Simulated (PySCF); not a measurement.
C3H9AlO, SMILES CC[CH2][AlH][OH].

Geometry: PBE-D3(BJ)/def2-SVP. Other conformers were not sampled.

The numbers are results of PBE-D3(BJ)/def2-SVP in PySCF, not measurements.

Frequencies are harmonic and unscaled.

Computed normal modes with their intensities:
```
mode  ν (cm⁻¹)  IR (km/mol)  moving atoms (share of kinetic energy)
----  --------  -----------  --------------------------------------
1           20          0.0         H 35 %, O 28 %, C 24 %, Al 14 %
2           79          0.1                  C 47 %, H 34 %, O 14 %
3          114          0.7         C 44 %, H 33 %, Al 14 %, O 10 %
4          228          5.1         C 32 %, O 29 %, H 22 %, Al 18 %
5          255          0.0                                  H 93 %
6          321          3.1                 C 48 %, H 30 %, Al 20 %
7          373         11.2                          H 85 %, Al 9 %
8          458        171.2                           H 83 %, O 9 %
9          540        180.1                                  H 90 %
10         610         59.8                          H 66 %, C 26 %
11         649         66.1                 H 39 %, C 37 %, Al 19 %
12         683         74.8                          H 76 %, O 19 %
13         756          1.7                          H 85 %, C 14 %
14         838        125.6                 O 42 %, Al 40 %, H 15 %
15         882          7.3                          H 53 %, C 44 %
16         950         11.5                           H 91 %, C 9 %
17        1016         17.1                          C 55 %, H 44 %
18        1054         22.1                          C 62 %, H 38 %
19        1136          6.2                          H 58 %, C 41 %
20        1180          1.3                          H 66 %, C 34 %
21        1275          0.1                           H 91 %, C 9 %
22        1300         19.4                          H 70 %, C 30 %
23        1342          3.4                          H 77 %, C 23 %
24        1374          1.8                          H 89 %, C 11 %
25        1411          0.4                                  H 95 %
26        1417          7.8                                  H 97 %
27        1426          3.2                                  H 93 %
28        1852        208.3                                  H 96 %
29        2934          5.8                                  H 94 %
30        2950         35.8                                  H 94 %
31        2959         30.0                                  H 97 %
32        2982          4.5                           H 91 %, C 9 %
33        3002         21.6                           H 91 %, C 9 %
34        3047         31.9                           H 91 %, C 9 %
35        3050         29.4                           H 91 %, C 9 %
36        3805         66.7                                  H 94 %
```
